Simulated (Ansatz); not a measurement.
`C[SiH2][S][Zn][F]` + `FCC1=CC1` → `[F][Zn][C]1=CC1` + `C[SiH2]SCF`  (formal exchange of groups at a Zn–S bond)

Isolated molecules relaxed with PBE0-D4/def2-TZVP in Ansatz; ΔE leaves out vibrations. CCSD(T)/CBS is the MP2 limit (def2-TZVPP, def2-QZVPP) plus CCSD(T) − MP2 in def2-TZVPP, frozen cores. Functionals use def2-TZVPP. For Zn outer-core shells are correlated without core-valence functions, which leaves a few kJ/mol of doubt a bond. Scalar relativity is left out up to krypton. One conformer a species, not always the lowest.

```json
{"species": "`C[SiH2][S][Zn][F]`", "ωB97X-V energy (Eh)": "-2607.91057"}
{"species": "`FCC1=CC1`", "ωB97X-V energy (Eh)": "-255.19775"}
{"species": "`[F][Zn][C]1=CC1`", "ωB97X-V energy (Eh)": "-1995.15628"}
{"species": "`C[SiH2]SCF`", "ωB97X-V energy (Eh)": "-867.91597"}
```

**Question.** Work out ΔE.

**Answer.** ΔE = (-1995.15628) + (-867.91597) − (-2607.91057) − (-255.19775) = 0.03607 Eh = +94.7 kJ/mol. CCSD(T)/CBS gives +100.5 kJ/mol.

Largest T1 diagnostic among the species: 0.015.

From PBE to PBE0 (25 % exact exchange), in def2-TZVPP and without D4, ΔE moves by +9.1 kJ/mol. In def2-TZVPP, CCSD(T) changes the Hartree–Fock value by −25.4 kJ/mol (the triples alone add −4.0 kJ/mol) and MP2 by −25.5 kJ/mol.
